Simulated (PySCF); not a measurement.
CHCl2, SMILES Cl[CH]Cl (connectivity only; charge and spin as stated), charge +1, multiplicity 1. Geometry optimised at r2SCAN-D4/def2-TZVP. The multiplicity is an assumed one; other spin states were not compared. The isomer is the one that the SMILES or the coordinates give; other isomers of the formula were not compared.

PySCF with TDA-ωB97X/def2-SVPD puts the lowest singlet excitations at 4.27, 4.37, 6.12, 8.49, 8.77, 9.16 eV.

Problem. What are the lowest excitation roots from ADC(2)/aug-cc-pVDZ in PySCF 2.14.0? (Estimate from the structure and the level; the computed values follow.)

Solution. 4.03, 4.26, 5.03, 7.87, 8.76, 9.26 eV. S1 differs by -0.24 eV (second minus first; roots are paired by order, and the bases may differ).
